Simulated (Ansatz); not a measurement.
CH7NSSi2, SMILES `[SiH3][SiH]1NCS1`. The species carries charge 0 and has multiplicity 1. The geometry is a stationary point of PBE0-D4/def2-TZVP.

```xyz
12

Si    0.548   -1.304   -1.680
Si   -0.060    0.675   -0.572
N    -1.082    0.528    0.810
C    -0.137    0.810    1.876
S     1.338    1.354    0.902
H    -0.588   -1.841   -2.482
H     1.686   -1.041   -2.604
H     0.956   -2.333   -0.686
H    -0.484    1.688   -1.582
H    -1.850   -0.092    1.004
H    -0.456    1.622    2.536
H     0.128   -0.065    2.477
```

Task: What is the dipole moment at r2SCAN/def2-TZVPP? (An estimate is asked.)

Result: Ansatz gave: 2.12 D, with components (-1.69, -1.09, 0.68) D in this frame, pointing from negative to positive charge.

Task: And with PBE, B3LYP, ωB97M-V? (Estimate.)

Result: Computed: PBE 2.04 D, B3LYP 2.03 D, ωB97M-V 2.04 D.

Task: Give the Mulliken charges with r2SCAN, PBE, B3LYP in def2-TZVPP. (Best estimate.)

Result: The calculation gave: 
```
atom  r2SCAN    PBE  B3LYP
 Si1    0.14   0.07   0.13
 Si2    0.45   0.35   0.42
  N3   -0.40  -0.30  -0.35
  C4    0.11  -0.02  -0.01
  S5   -0.29  -0.24  -0.27
  H6   -0.07  -0.05  -0.06
  H7   -0.06  -0.04  -0.05
  H8   -0.06  -0.04  -0.06
  H9   -0.10  -0.07  -0.09
 H10    0.13   0.13   0.12
 H11    0.07   0.11   0.12
 H12    0.07   0.11   0.11
```

B3LYP here is the variant with VWN-RPA as its local correlation; programs differ in this.
